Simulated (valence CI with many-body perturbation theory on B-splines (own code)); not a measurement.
**E1 line list for Eu55+**

Level of theory: configuration interaction combined with many-body perturbation theory (CI+MBPT): six valence electrons over a frozen Dirac-Fock core [He], radial functions for each j: 9 s, 9 p, 8 d, 6 f, 3 g, 1 h, with the one-electron correlation potential Σ1 (screened to all orders), the two-electron term Σ2, the three-electron term Σ3, Breit, model QED; selected single and double excitations, second order for the rest, scaled by the run's own slope (own B-spline code, finite nucleus).

No measured spectrum was set against this ion. As an estimate, large intervals hold to a few tenths of a per cent, small ones and those within an open d or f shell to about a per cent. Among the levels kept, up to 2100 cm⁻¹ of a level comes from second order outside the variational space, and about a tenth of that is noise between levels of different J, which matters for small intervals.

Lines 1 to 50 of 206 in falling wavelength, among levels below 7271.3 eV, chosen from the strongest by gf and those to the six lowest levels. Wavelengths and rates use the calculated energies. Electric multipoles are in the length gauge with retardation, E1 and E2 with the static RPA response of the core. Weak lines are less certain than strong ones. Lines between different terms over intervals too small for the method are left out, as are lines whose strength nearly cancels. The highest levels of a list are the least certain.

Levels are named by their leading jj configuration (3d3/2^4 stands for four electrons in 3d with j = 3/2), which in mixed levels can hold well under half, so a name can repeat and another be missing. Letters in brackets count levels of one name in rising energy.

```csv
λ vac (Å),Upper,Lower,A (s⁻¹),S (a.u.)
173.7,(2s 2p1/2^2 2p3/2^2 3p1/2) J=3,(2s 2p1/2^2 2p3/2^2 3s) J=2 [a],1.72e+09,3.12e-02
141.9,(2s^2 2p1/2 2p3/2^2 3p1/2) J=3,(2s^2 2p1/2 2p3/2^2 3s) J=2 [b],5.07e+09,5.00e-02
138.7,(2s^2 2p1/2 2p3/2^2 3p1/2) J=1 [b],(2s^2 2p1/2 2p3/2^2 3s) J=1 [b],6.63e+09,2.62e-02
138.6,(2s^2 2p1/2^2 2p3/2 3p1/2) J=2,(2s^2 2p1/2^2 2p3/2 3s) J=1,4.94e+09,3.24e-02
136.0,(2s^2 2p1/2 2p3/2^2 3p1/2) J=2 [a],(2s^2 2p1/2 2p3/2^2 3s) J=1 [a],4.14e+09,2.57e-02
132.9,(2s^2 2p1/2 2p3/2^2 3p1/2) J=1 [a],(2s^2 2p1/2 2p3/2^2 3s) J=2 [a],9.40e+09,3.27e-02
131.6,(2s^2 2p1/2 2p3/2^2 3p1/2) J=3,(2s^2 2p1/2 2p3/2^2 3s) J=3,5.35e+09,4.21e-02
130.2,(2s^2 2p1/2^2 2p3/2 3p1/2) J=1,(2s^2 2p1/2^2 2p3/2 3s) J=2,1.02e+10,3.33e-02
127.8,(2s^2 2p1/2^2 2p3/2 3p1/2) J=2,(2s^2 2p1/2^2 2p3/2 3s) J=2,6.99e+09,3.60e-02
122.7,(2s^2 2p1/2 2p3/2^2 3p1/2) J=2 [a],(2s^2 2p1/2 2p3/2^2 3s) J=2 [a],6.38e+09,2.91e-02
116.4,(2s^2 2p1/2^2 2p3/2 3d3/2) J=3,(2s^2 2p1/2^2 2p3/2 3p3/2) J=3,2.81e+09,1.53e-02
112.4,(2s 2p1/2^2 2p3/2^2 3p1/2) J=2,(2s 2p1/2^2 2p3/2^2 3s) J=3,1.08e+10,3.80e-02
111.7,(2s 2p1/2^2 2p3/2^2 3p1/2) J=3,(2s 2p1/2^2 2p3/2^2 3s) J=3,7.48e+09,3.60e-02
105.9,(2s^2 2p1/2 2p3/2^2 3p1/2) J=2 [b],(2s^2 2p1/2 2p3/2^2 3s) J=2 [b],4.89e+09,1.43e-02
100.1,(2s^2 2p1/2 2p3/2^2 3p1/2) J=2 [b],(2s^2 2p1/2 2p3/2^2 3s) J=3,1.81e+10,4.48e-02
97.88,(2s^2 2p1/2 2p3/2^2 3p1/2) J=0,(2s^2 2p1/2 2p3/2^2 3s) J=1 [b],3.18e+10,1.47e-02
90.23,(2s^2 2p1/2^2 2p3/2 3d5/2) J=2,(2s^2 2p1/2^2 2p3/2 3p3/2) J=2,1.20e+10,2.18e-02
88.81,(2s^2 2p1/2^2 2p3/2 3d5/2) J=1,(2s^2 2p1/2^2 2p3/2 3p3/2) J=0,1.79e+10,1.86e-02
82.00,(2s^2 2p1/2^2 2p3/2 3d5/2) J=3,(2s^2 2p1/2^2 2p3/2 3p3/2) J=2,3.72e+10,7.09e-02
81.98,(2s^2 2p1/2^2 2p3/2 3d5/2) J=4,(2s^2 2p1/2^2 2p3/2 3p3/2) J=3,4.45e+10,1.09e-01
77.21,(2s^2 2p1/2^2 2p3/2 3d5/2) J=2,(2s^2 2p1/2^2 2p3/2 3p3/2) J=1,3.18e+10,3.61e-02
71.02,(2s^2 2p1/2^2 2p3/2 3d5/2) J=3,(2s^2 2p1/2^2 2p3/2 3p3/2) J=3,9.83e+09,1.22e-02
67.44,(2s^2 2p1/2^2 2p3/2 3d5/2) J=1,(2s^2 2p1/2^2 2p3/2 3p3/2) J=1,3.63e+10,1.65e-02
47.06,(2s 2p1/2^2 2p3/2^2 3s) J=3,(2s^2 2p1/2 2p3/2^2 3s) J=2 [a],3.08e+10,1.11e-02
46.99,(2s^2 2p1/2 2p3/2^2 3p3/2) J=3 [a],(2s^2 2p1/2 2p3/2^2 3s) J=2 [b],2.51e+10,9.00e-03
45.72,(2s^2 2p1/2 2p3/2^2 3p3/2) J=2 [a],(2s^2 2p1/2 2p3/2^2 3s) J=1 [a],5.89e+10,1.39e-02
45.70,(2s^2 2p1/2 2p3/2^2 3p3/2) J=1 [a],(2s^2 2p1/2 2p3/2^2 3s) J=2 [b],1.73e+11,2.45e-02
44.64,(2s^2 2p1/2 2p3/2^2 3p3/2) J=2 [b],(2s^2 2p1/2 2p3/2^2 3s) J=1 [b],7.08e+10,1.55e-02
44.59,(2s^2 2p1/2 2p3/2^2 3p3/2) J=0,(2s^2 2p1/2 2p3/2^2 3s) J=1 [a],3.18e+11,1.39e-02
44.41,(2s^2 2p1/2^2 2p3/2 3p3/2) J=1,(2s^2 2p1/2^2 2p3/2 3s) J=1,2.67e+11,3.46e-02
44.40,(2s^2 2p1/2 2p3/2^2 3d3/2) J=2 [b],(2s^2 2p1/2 2p3/2^2 3p1/2) J=2 [b],1.34e+11,2.90e-02
44.31,(2s^2 2p1/2 2p3/2^2 3p3/2) J=1 [c],(2s^2 2p1/2 2p3/2^2 3s) J=0,7.76e+10,1.00e-02
44.12,(2s^2 2p1/2 2p3/2^2 3p3/2) J=2 [a],(2s^2 2p1/2 2p3/2^2 3s) J=2 [a],1.13e+11,2.40e-02
44.01,(2s^2 2p1/2 2p3/2^2 3p3/2) J=3 [b],(2s^2 2p1/2 2p3/2^2 3s) J=2 [b],1.26e+11,3.72e-02
43.90,(2s^2 2p1/2 2p3/2^2 3d3/2) J=3,(2s^2 2p1/2 2p3/2^2 3p1/2) J=3,2.43e+10,7.09e-03
43.40,(2s^2 2p1/2 2p3/2^2 3p3/2) J=4,(2s^2 2p1/2 2p3/2^2 3s) J=3,3.60e+11,1.31e-01
43.27,(2s^2 2p1/2^2 2p3/2 3p3/2) J=3,(2s^2 2p1/2^2 2p3/2 3s) J=2,3.63e+11,1.02e-01
43.24,(2s^2 2p1/2^2 2p3/2 3p3/2) J=1,(2s^2 2p1/2^2 2p3/2 3s) J=2,6.58e+10,7.88e-03
42.98,(2s^2 2p1/2 2p3/2^2 3p3/2) J=3 [b],(2s^2 2p1/2 2p3/2^2 3s) J=3,2.09e+11,5.73e-02
42.86,(2s^2 2p1/2^2 2p3/2 3d3/2) J=2,(2s^2 2p1/2^2 2p3/2 3p1/2) J=2,1.23e+11,2.39e-02
42.60,(2s^2 2p1/2^2 2p3/2 3d3/2) J=2,(2s^2 2p1/2^2 2p3/2 3p1/2) J=1,1.31e+11,2.50e-02
42.52,(2s^2 2p1/2 2p3/2^2 3p3/2) J=1 [a],(2s^2 2p1/2 2p3/2^2 3s) J=1 [a],1.27e+11,1.44e-02
42.45,(2s^2 2p1/2 2p3/2^2 3d3/2) J=2 [a],(2s^2 2p1/2 2p3/2^2 3p1/2) J=2 [a],1.20e+11,2.26e-02
42.28,(2s 2p1/2^2 2p3/2^2 3s) J=2 [a],(2s^2 2p1/2 2p3/2^2 3s) J=1 [a],1.36e+11,2.53e-02
42.17,(2s^2 2p1/2 2p3/2^2 3p3/2) J=3 [a],(2s^2 2p1/2 2p3/2^2 3s) J=2 [a],3.33e+11,8.64e-02
42.12,(2s^2 2p1/2 2p3/2^2 3p3/2) J=2 [c],(2s^2 2p1/2 2p3/2^2 3s) J=1 [b],3.07e+11,5.67e-02
41.87,(2s^2 2p1/2^2 2p3/2 3d3/2) J=3,(2s^2 2p1/2^2 2p3/2 3p1/2) J=2,2.66e+11,6.74e-02
41.86,(2s^2 2p1/2 2p3/2^2 3d3/2) J=4,(2s^2 2p1/2 2p3/2^2 3p1/2) J=3,2.70e+11,8.78e-02
41.69,(2s^2 2p1/2 2p3/2^2 3p3/2) J=1 [b],(2s^2 2p1/2 2p3/2^2 3s) J=2 [b],7.00e+10,7.51e-03
41.63,(2s^2 2p1/2 2p3/2^2 3d3/2) J=1,(2s^2 2p1/2 2p3/2^2 3p1/2) J=1 [a],2.21e+11,2.36e-02
```
